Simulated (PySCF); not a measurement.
The free ion V+ in its d4 configuration. Only this configuration is treated; at so low a charge one with s electrons may lie lower or mix in.

Method (PySCF 2.14, density fitting): CASSCF(4,5) with orbitals averaged over all microstates of the shell, strongly contracted NEVPT2 on the averaged canonical orbitals; basis x2c-TZVPall; spin-free X2C; gas phase; spin-orbit coupling by state interaction with the mean-field operator over all roots.

CASSCF energies above the lowest CASSCF root:

```json
{"state": "5D", "CASSCF / cm⁻¹": "0"}
{"state": "3H", "CASSCF / cm⁻¹": "15263"}
{"state": "3P", "CASSCF / cm⁻¹": "16988"}
{"state": "3F", "CASSCF / cm⁻¹": "17548"}
{"state": "3G", "CASSCF / cm⁻¹": "19378"}
{"state": "1I", "CASSCF / cm⁻¹": "22895"}
{"state": "1G", "CASSCF / cm⁻¹": "24097"}
{"state": "3D", "CASSCF / cm⁻¹": "25137"}
{"state": "1S", "CASSCF / cm⁻¹": "28146"}
{"state": "1D", "CASSCF / cm⁻¹": "30285"}
{"state": "1F", "CASSCF / cm⁻¹": "35238"}
{"state": "3F", "CASSCF / cm⁻¹": "41706"}
{"state": "3P", "CASSCF / cm⁻¹": "42266"}
{"state": "1G", "CASSCF / cm⁻¹": "47128"}
{"state": "1D", "CASSCF / cm⁻¹": "63981"}
{"state": "1S", "CASSCF / cm⁻¹": "82730"}
```

**Question.** How does dynamic correlation (SC-NEVPT2) move these states?

**Answer.** 
```
state  NEVPT2 / cm⁻¹  shift / cm⁻¹
   5D              0             0
   3H          14130         -1134
   3P          14015         -2973
   3F          15005         -2543
   3G          16928         -2449
   1I          21223         -1672
   1G          20435         -3663
   3D          21059         -4079
   1S          22357         -5790
   1D          25951         -4334
   1F          30112         -5125
   3F          35302         -6404
   3P          35634         -6632
   1G          40491         -6638
   1D          53336        -10644
   1S          68164        -14566
```

In the ligand-field fit B goes from 823 to 670 cm⁻¹, C goes from 2993 to 2650 cm⁻¹.
